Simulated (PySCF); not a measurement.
SiFI3, SMILES F[Si](I)(I)I. Geometry: PBE-D3(BJ)/def2-SVP. The def2 effective core potentials stand for the cores of I; spin–orbit coupling is left out.

Problem. Give the equilibrium geometry at PBE-D3(BJ)/def2-SVP (PySCF confirms it by a frequency run) as a Z-matrix, and its point group. (Estimate from the structure and the level; the computed values follow.)

Solution. point group C3v.
```
Si
F 1 1.6309
I 1 2.4449 2 107.50
I 1 2.4449 2 107.50 3 -120.00
I 1 2.4449 2 107.50 3 120.00
```
Charge 0, spin multiplicity 1.
